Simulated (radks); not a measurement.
Problem. Isoelectronic series with 20 electrons, all held in the configuration [Ar] 4s2, which need not be the ground one along the series. Calculated with a radial shooting solver on a logarithmic mesh with Libxc functionals: scalar-relativistic Kohn-Sham, PBE, spin-polarised, spherical densities, point nucleus. Total energies (hartree) and mean radii <r> (bohr):

ion,E (hartree),4s,3p,3s
Ca,-680.32517,4.020,1.271,1.156
Zn10+,-1748.67442,1.313,0.6104,0.6103
Br15+,-2480.33548,1.013,0.4870,0.4933
Zr20+,-3347.01395,0.8267,0.4051,0.4133
Rh25+,-4352.06788,0.6978,0.3465,0.3549
Sn30+,-5499.54143,0.6031,0.3025,0.3104
Cs35+,-6794.2455,0.5301,0.2681,0.2751

Estimate the row of Mn5+.

Solution. E (hartree) -1149.32202; 4s 1.892; 3p 0.8201; 3s 0.7989.
